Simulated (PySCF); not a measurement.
CH3AlBrFO.

```xyz
8

Al     0.6792    -0.5165     0.0000
F      2.3329    -0.5058     0.0000
Br    -0.4293     1.4316     0.0000
O     -0.1129    -1.9937     0.0000
C     -1.4224    -2.4925     0.0000
H     -1.5903    -3.1216    -0.8914
H     -1.5903    -3.1216     0.8914
H     -2.1828    -1.6898     0.0000
```

Geometry: B3LYP-D3(BJ)/def2-SVP. The structure was generated by enumeration; whether it is a known compound was not checked. Other conformers were not sampled.

Level of theory: PBE/pcSseg-1 (PySCF). Non-relativistic, no solvent.

Computed absolute GIAO shielding of each atom: isotropic value and principal components (ppm):
```
atom  σ(iso)     σ11     σ22     σ33   span
----  ------  ------  ------  ------  -----
Al1    452.8   383.4   469.8   505.2  121.8
F2     328.9   258.5   287.4   440.9  182.4
Br3   2796.9  2642.1  2723.0  3025.7  383.6
O4     286.4   183.6   316.9   358.7  175.1
C5     123.4    93.1    98.3   178.6   85.6
H6      27.2    23.1    24.5    33.9   10.8
H7      27.2    23.1    24.5    33.9   10.8
H8      27.0    22.0    26.3    32.8   10.8
```
